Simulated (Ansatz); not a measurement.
C₂H₉AlN, SMILES [CH3][Al+]([CH3])<-[NH3] (connectivity only; charge and spin as stated), charge +1, multiplicity 1.

The structure is a stationary point at r2SCAN-D4/def2-SVP. The multiplicity is an assumed one; no other spin state was optimised. The isomer is the one that the SMILES or the coordinates give; other isomers of the formula were not compared.

Two levels are set side by side: PBE/def2-SVPD (Ansatz, a program for electronic structure) and CAM-B3LYP/def2-SVPD (Ansatz). Energy differences of separate SCF runs at the same geometry; the states with an electron removed or added have multiplicity 2 and 2. Differences are taken from unrounded values.

```
quantity                           CAM-B3LYP
---------------------------------  ---------
vertical ionisation energy (eV)        15.07
vertical electron affinity (eV)         3.76
vertical singlet–triplet gap (eV)       5.64
```

**Question.** What does PBE give, and how far is it from CAM-B3LYP? (The exact figures need the calculation; the answer reports its results.)

**Answer.** 
```
quantity                             PBE  PBE minus CAM-B3LYP
---------------------------------  -----  -------------------
vertical ionisation energy (eV)    14.67                -0.40
vertical electron affinity (eV)     3.96                 0.20
vertical singlet–triplet gap (eV)   5.03                -0.61
```
